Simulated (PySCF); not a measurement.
Computed with ωB97X-D3(BJ)/def2-TZVP // PBE0-D3(BJ)/def2-TZVP run with PySCF. Gas-phase values, no solvent. One relaxed conformer stands for a flexible species; it need not be the lowest. Delta-SCF ions had no search for a lower state. Excitations are Tamm–Dancoff values on a coarser integration grid. The basis has no diffuse functions, so Rydberg states are missing or too high.

Reference species (SMILES): `S[SiH](S)S` (neutral, multiplicity 1).

- S1 excitation (TDA): 6.33 eV
- T1 excitation (TDA): 5.85 eV
- vertical ionisation energy (Delta-SCF): 10.00 eV
- S1–T1 gap (TDA): 0.48 eV

Changed species: `S[SiH2]S` (H–S–Si–S torsion 56°, S–Si–S–H torsion 56°) (2 of 4 SH replaced by H; the reference has 1 of 4 SH replaced by H).

Task: Predict the effect on the S1 excitation (TDA), T1 excitation (TDA), vertical ionisation energy (Delta-SCF) and S1–T1 gap (TDA).

Result: the S1 excitation (TDA) falls by 0.18 eV, to 6.15 eV; the T1 excitation (TDA) decreases by 0.16 eV, to 5.69 eV; the vertical ionisation energy (Delta-SCF) falls by 0.09 eV, to 9.91 eV; the S1–T1 gap (TDA) falls by 0.03 eV, to 0.45 eV.
